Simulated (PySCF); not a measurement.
In(Br)2(Me) (CH₃Br₂In), SMILES [Br][In]([CH3])[Br].

Geometry optimised at B3LYP-D3(BJ)/def2-SVP. The structure was generated by enumeration; whether it is a known compound was not checked. The def2 effective core potentials stand for the cores of In; spin–orbit coupling is left out.

These are TDDFT-PBE/def2-SVPD in PySCF values and carry that method's errors.

Vertical excitations. Gas-phase values at a fixed geometry.

Computed excitation energies, oscillator strengths and character:
| state | energy (eV) | λ (nm) | f | main pairs |
|---|---|---|---|---|
| S1 | 4.14 | 300 | 0.020 | HOMO→LUMO 97 % |
| S2 | 4.24 | 293 | 0.000 | HOMO−2→LUMO 100 % |
| S3 | 4.28 | 290 | 0.041 | HOMO−1→LUMO 94 % |
| S4 | 4.51 | 275 | 0.000 | HOMO→LUMO+1 100 % |
| S5 | 4.56 | 272 | 0.011 | HOMO−3→LUMO 70 %, HOMO−1→LUMO+1 29 % |
| S6 | 4.59 | 270 | 0.007 | HOMO−1→LUMO+1 70 %, HOMO−3→LUMO 29 % |
| S7 | 4.87 | 255 | 0.022 | HOMO−2→LUMO+1 87 % |
| S8 | 5.19 | 239 | 0.001 | HOMO−3→LUMO+1 87 % |
| S9 | 5.70 | 218 | 0.002 | HOMO−4→LUMO+1 99 % |
| S10 | 5.91 | 210 | 0.001 | HOMO−5→LUMO+1 99 % |
| T1 | 3.83 | 324 | 0 | HOMO−1→LUMO 98 % |
| T2 | 3.83 | 324 | 0 | HOMO→LUMO 100 % |
| T3 | 4.01 | 310 | 0 | HOMO−2→LUMO 99 % |
| T4 | 4.27 | 290 | 0 | HOMO−3→LUMO 99 % |
Triplets are in the Tamm–Dancoff approximation, which puts them higher than full response would, so one can lie above its singlet here.
